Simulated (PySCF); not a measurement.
B(All)(F)2, SMILES C(C=C)B(F)F, singlet (PBE0/def2-SVP optimised geometry):

```
11

B     -0.745    -0.524     0.000
C      0.821    -0.524     0.000
C      1.452     0.757     0.442
C      2.301     0.886     1.462
H      1.099    -0.746    -1.051
H      1.186    -1.386     0.583
H      1.166     1.654    -0.121
H      2.616     0.023     2.060
H      2.713     1.859     1.740
F     -1.452     0.591     0.000
F     -1.430    -1.654    -0.040
```

Level of theory: PBE0/def2-TZVP in PySCF 2.14.0.

Question: What are the frontier orbital energies and the dipole moment?

Answer: HOMO-2 -10.40 eV, HOMO-1 -9.98 eV, HOMO -7.54 eV, LUMO 0.15 eV, LUMO+1 0.29 eV; dipole moment 1.37 D.

Meta-Löwdin charges at PBE0/def2-TZVP: B1 0.67, C2 -0.36, C3 -0.09, C4 -0.28, H5 0.15, H6 0.14, H7 0.12, H8 0.12, H9 0.13, F10 -0.29, F11 -0.29.
